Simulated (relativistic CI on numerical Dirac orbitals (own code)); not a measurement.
Computed by Dirac-Coulomb-Breit CI, KLI orbitals optimised for each configuration, model QED (radiative potential, 1s self-energy scaled to tabulated hydrogen-like ionisation energies), unscaled Slater integrals (own radial code, finite nucleus).

CI space: 1s2, 1s 2s, 1s 2p, 1s 3s, 1s 3p, 1s 3d, 1s 4s, 1s 4p, 1s 4d, 1s 4f, 1s 5s, 1s 5p, 1s 5d, 1s 5f, 1s 5g, 1s 6s, 1s 6p, 1s 6d, 2s2. Levels of other configurations are missing.

At this charge energies of transitions that change n are usually good to better than 1 %, and those within a shell (Δn = 0) to a few per cent.

Outline of the computed level scheme of Te LI. Lowest level of each configuration: 1s2 1S_0 at 0.0 eV; 1s 2s 3S_1 at 27836.1 eV; 1s 2p 3P°_1 at 27910.0 eV; 1s 3s 3S_1 at 33088.9 eV; 1s 3p 3P°_1 at 33109.0 eV; 1s 3d 3D_2 at 33215.0 eV; 1s 4s 3S_1 at 34904.7 eV; 1s 4p 3P°_1 at 34913.0 eV; 1s 4d 3D_2 at 34957.5 eV.

Some strong electric-dipole decays among the lowest 27 levels: 1s 2p 1P°_1 → 1s2 1S_0 (5.9e+15 s⁻¹); 1s 2p 3P°_1 → 1s2 1S_0 (2.6e+15 s⁻¹); 1s 3p 1P°_1 → 1s2 1S_0 (1.6e+15 s⁻¹); 1s 4p 1P°_1 → 1s2 1S_0 (6.7e+14 s⁻¹); 1s 3p 3P°_1 → 1s2 1S_0 (6.7e+14 s⁻¹); 1s 3d 3D_3 → 1s 2p 3P°_2 (4.4e+14 s⁻¹); 1s 3d 1D_2 → 1s 2p 1P°_1 (3.9e+14 s⁻¹); 1s 3d 3D_2 → 1s 2p 3P°_1 (3.8e+14 s⁻¹).

LS names give the leading component of a level, which can be under half, so a name can repeat, a term be missing and a line seem to break the LS rules.
